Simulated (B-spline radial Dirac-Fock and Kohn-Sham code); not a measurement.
## Widths and yields of inner-shell holes in Pm⁶⁺

System: promethium as Pm⁶⁺ in the configuration [Kr] 4d10 4f3 5s2 5p4.

Input file task.json (cfg lists n, l and occupation; rrms is the nuclear radius in fm):

```json
{"items": [{
  "Z": 61,
  "q": 6,
  "cfg": [[1, 0, 2], [2, 0, 2], [2, 1, 6], [3, 0, 2], [3, 1, 6], [3, 2, 10], [4, 0, 2], [4, 1, 6], [4, 2, 10], [4, 3, 3], [5, 0, 2], [5, 1, 4]],
  "A": 145,
  "rrms": 4.962,
  "do": ["binding", "quiet", "decay"],
  "holes": ["K", "L1", "L2", "L3", "M1", "M2", "M3", "M4", "M5", "N1", "N2", "N3", "N4", "N5"]
}]}
```

Launch: `python xray_run.py task.json out`

Method: a relativistic independent-particle model: LDA orbitals of the hole state, radiative multipoles to third order, Auger rates from the Coulomb interaction with a continuum orbital, Dirac-Fock energies. Computed with a radial atomic solver.

Partial widths are in eV. Coster-Kronig decay leaves a hole in the same principal shell; its rates are the weakest part of the model, often 1.5 to 2.5 times too large and more for N holes. Holes without an open Auger channel, or with an unreliable SCF state, are not listed.

| hole | radiative | Auger | Coster-Kronig | total | fluorescence yield | lifetime (fs) |
| --- | --- | --- | --- | --- | --- | --- |
| 1s | 16.7 | 1.35 | 0 | 18.0 | ? | ? |
| 2s | 0.316 | 1.69 | 2.10 | 4.11 | 0.0768 | 0.160 |
| 2p1/2 | 0.529 | 2.54 | 0.625 | 3.70 | 0.143 | 0.178 |
| 2p3/2 | 0.492 | 2.98 | 0 | 3.48 | 0.142 | 0.189 |
| 3s | 0.0100 | 0.650 | 7.66 | 8.32 | 0.00121 | 0.0791 |
| 3p1/2 | 0.0103 | 0.714 | 4.82 | 5.55 | 0.00186 | 0.119 |
| 3p3/2 | 0.0105 | 0.774 | 2.91 | 3.70 | 0.00285 | 0.178 |
| 3d3/2 | 0.00291 | 0.861 | 0 | 0.864 | 0.00336 | 0.762 |
| 3d5/2 | 0.00273 | 0.880 | 0 | 0.882 | 0.00309 | 0.746 |
| 4s | 0.000304 | 0.0785 | 1.43 | 1.51 | 0.000201 | 0.437 |
| 4p1/2 | 0.000625 | 0.0603 | 4.25 | 4.31 | 0.000145 | 0.153 |
| 4d3/2 | 0.000125 | 0.0149 | 0.416 | 0.432 | 0.000289 | 1.53 |
| 4d5/2 | 0.000115 | 0.0152 | 0.411 | 0.427 | 0.000268 | 1.54 |

Q: What are the fluorescence yield and the lifetime of the 1s hole?

A: The yield is the radiative width over the total, 0.925, and the lifetime is ħ/Γ = 0.0365 fs.
